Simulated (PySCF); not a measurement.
Problem. Give a PBE0-D3(BJ)/def2-TZVP geometry of 2-cyanofuran (`N#Cc1ccco1`).

Solution. 
```xyz
10
C5H3NO angstrom
N      3.3251   -0.5911   -0.1270
C      2.1859   -0.4241   -0.0786
C      0.7981   -0.1858   -0.0250
C      0.0702    0.9573   -0.1590
C     -1.2874    0.5740   -0.0088
C     -1.2772   -0.7663    0.2037
O     -0.0209   -1.2449    0.1976
H      0.4680    1.9423   -0.3414
H     -2.1561    1.2102   -0.0534
H     -2.0554   -1.4924    0.3706
```

Any rigid rotation of these coordinates is as good. Atoms count from 1 in this order. The 4 C–C bonds span 1.357 Å (C5–C6, aromatic) to 1.419 Å (C4–C5, aromatic), a spread of 0.062 Å. The 7 heavy atoms lie in one plane (0.000 Å rms). The 5-membered ring C3–C4–C5–C6–O7 has internal angles of 105.9° to 111.0°; it is planar, 0.00 Å rms from its mean plane, widest ring torsion 0°.

Bonds between heavy atoms (Å): N1≡C2 1.152, C2–C3 1.409, C3–C4 1.362, C4–C5 1.419, C5–C6 1.357, C6–O7 1.344, C3–O7 1.357.

Computed, not measured: PySCF 2.14.0, PBE0-D3(BJ)/def2-TZVP geometry optimisation, gas phase.

Point group: Cs (tolerance 0.08 Å). Not checked by PBE0-D3(BJ)/def2-TZVP frequencies.
